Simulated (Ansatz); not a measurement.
This geometry of CH$_{5}$BClNO (10 atoms, charge 0, multiplicity 1) is a first-order saddle point.

Method: RKS CAM-B3LYP-D4/def2-SVP (Ansatz 0.2.0).

```xyz
10
Properties=species:S:1:pos:R:3
N 0.159 1.207 1.033
C -0.211 -0.054 0.397
B 0.356 -0.306 -1.061
O 0.085 -1.445 -1.731
Cl 1.360 0.872 -1.895
H 0.673 1.058 1.896
H -0.655 1.768 1.261
H 0.097 -0.924 1.011
H -1.312 -0.166 0.329
H -0.468 -2.061 -1.237
```

**Question.** Which two structures does it join? (They come from a converged band through this point; their orientation in space is the band's.)

**Answer.** No bond is made or broken. The dihedral H6–N1–C2–B3 goes from -48 to 167°. The two ends are copies of one structure, up to a mirror image or an exchange of like atoms.

First end point:

```xyz
10
Properties=species:S:1:pos:R:3
N -0.291 1.357 0.728
C -0.382 -0.056 0.407
B 0.562 -0.494 -0.777
O 0.262 -1.449 -1.672
Cl 2.172 0.235 -0.923
H 0.684 1.640 0.805
H -0.740 1.569 1.616
H -0.125 -0.743 1.249
H -1.426 -0.308 0.141
H -0.631 -1.803 -1.571
```

Last end point:

```xyz
10
Properties=species:S:1:pos:R:3
N 0.287 0.893 1.260
C -0.404 -0.038 0.387
B 0.380 -0.348 -0.946
O 0.371 -1.536 -1.571
Cl 1.272 0.954 -1.753
H -0.321 1.231 2.002
H 0.601 1.705 0.733
H -0.581 -0.988 0.925
H -1.416 0.298 0.055
H -0.105 -2.223 -1.089
```

**Question.** How far does it lie above each of them?

**Answer.** 4.7 kcal/mol above the first and 4.7 kcal/mol above the second. This is the barrier of this one path; another mechanism may lie lower.

Time of the run: 2.3 min on 2 threads of Arm Neoverse V2, with other jobs on the host, peak memory 0.25 GiB.
